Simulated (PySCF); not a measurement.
# How methods differ on the electron affinity of Rh

Rh⁻ [Kr] 4d8 5s2 (3F) → Rh [Kr] 4d8 5s1 (4F), as a difference of total energies. Calculation: PySCF 2.14, in aug-cc-pVTZ-PP with one added diffuse shell each of s, p, d, f, g type with ECP28MDF (7s7p6d4f3g, 113 functions); scalar relativity through the core potential. Correlated levels: valence: 4s2 4p6 frozen. The calculations carry no spin-orbit coupling.

Task: Order these methods by the electron affinity they give, lowest first.
A. revPBE
B. PBE0
C. PBE
D. LDA

Result: B (0.920 eV), A (1.051 eV), C (1.154 eV), D (1.418 eV).

The reference lies between the lowest fine-structure levels, while these numbers refer to the centres of the terms.

Errors of the correlated levels include the incompleteness of this basis and the frozen core.

In the anion the highest occupied orbital energy is positive at LDA, PBE, PBE0, r2SCAN, revPBE, BHandHLYP, B97-3, a self-interaction effect; the basis confines that electron, and the energy difference can still be sensible.

For comparison: 1.143 eV (measured; photodetachment measurements, as compiled on the Wikipedia data page of electron affinities).
